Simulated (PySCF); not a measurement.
CH8O3Si2, SMILES [SiH]([C@@H]([SiH3])O)(O)O.

The structure is a stationary point at r2SCAN-D4/def2-SVP. The structure was generated by enumeration; whether it is a known compound was not checked. The values are those of a single conformer.

The numbers are results of B3LYP/def2-TZVP (PySCF), not measurements.

Question: Estimate the frontier levels, gap, dipole moment and polarisability. (An estimate is asked for; the answer gives what the named calculation found.)

Answer: 
| Quantity | Value |
|---|---|
| highest occupied level | -7.39 eV |
| lowest empty level | -0.20 eV |
| orbital gap | 7.19 eV |
| dipole moment | 0.749 e·Å |
| quadrupole, principal values (traceless, Buckingham form, about the centre of nuclear charge) | -8.50, -1.50, 10.00 D·Å |
| mean static polarisability | 74.1 bohr³ (10.98 Å³) |
| polarisability, principal values | 65.6, 73.0, 83.6 bohr³ |
